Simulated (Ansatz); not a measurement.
A CCSD(T) single point on CH$_{6}$SeSn (`[CH3][SnH2][SeH]`).

```yaml
crystal:
  periodic: [false, false, false]
  atoms:
    - {symbol: C, position_ang: [-0.174508, 1.157506, -0.743702]}
    - {symbol: Sn, position_ang: [0.300464, -0.850077, -0.190708]}
    - {symbol: Se, position_ang: [0.644361, -0.976603, 2.322390]}
    - {symbol: H, position_ang: [0.629104, 1.819821, -0.423676]}
    - {symbol: H, position_ang: [-1.102039, 1.460198, -0.258215]}
    - {symbol: H, position_ang: [-0.295940, 1.229199, -1.825294]}
    - {symbol: H, position_ang: [-0.953035, -1.923562, -0.638004]}
    - {symbol: H, position_ang: [1.791372, -1.359519, -0.847844]}
    - {symbol: H, position_ang: [-0.751380, -0.603163, 2.587854]}
basis:
  gaussian: {orbitals: def2-SVP}
correlation: {method: ccsd_t}
```

```sh
$ ansatz run in.yaml --threads 4 --pin off --events-out ev --progress --plain
```

Output of Ansatz, abridged:

```
Functional definition: HF
1107 factors; integrals over basis functions are off by at most 1.3e-3 eV
mean field evaluation 1: about -72223.5898 eV, gradient 2.3e1 eV
mean field evaluation 2: about -72223.6380 eV, gradient 2.3e1 eV
mean field evaluation 4: about -72225.3923 eV, gradient 2.2e0 eV
mean field evaluation 8: about -72225.4168 eV, gradient 1.2e-1 eV
mean field evaluation 16: about -72225.3576 eV, gradient 4.0e-1 eV
mean field -72225.41689160 eV, -2654.2351146203 hartree, gradient 7.6e-6 eV, S^2 0.000000; 0 other end points of the search recorded, 0 dependent functions left out
14 core orbitals not correlated: weight in the atoms' cores, before any rotation towards them, 1.000 or more for the frozen orbitals, at most 0.000 for the correlated occupied ones
reference -72225.41689160 eV, -2654.2351146203 hartree; 20, 20 occupied and 68, 68 virtual orbitals, 1107 factors
second order -13.69163667 eV of doubles, -0.00000000 eV of singles
cycle   1  -14.29966737 eV  change   -6.1e-1 eV  update   8.2e-2
cycle   2  -14.73905068 eV  change   -4.4e-1 eV  update   2.6e-2
cycle   3  -14.77413505 eV  change   -3.5e-2 eV  update   8.9e-3
cycle   4  -14.77334771 eV  change    7.9e-4 eV  update   2.3e-3
cycle   5  -14.77358171 eV  change   -2.3e-4 eV  update   7.6e-4
cycle   6  -14.77315186 eV  change    4.3e-4 eV  update   2.3e-4
cycle   7  -14.77315108 eV  change    7.9e-7 eV  update   7.0e-5
cycle   8  -14.77317150 eV  change   -2.0e-5 eV  update   2.3e-5
perturbative correction -0.39909128 eV, -0.0146663342 hartree
Total energy: -72240.58915438 eV, -2654.7926849936 hartree
```

Hardware: 4 threads of a server CPU on a shared host. Wall time 7.5 s, peak host memory 0.51 GiB.

MP2 recovers 90.2 % of the CCSD(T) correlation energy and the triples give 2.6 %; T1 = 0.0077.
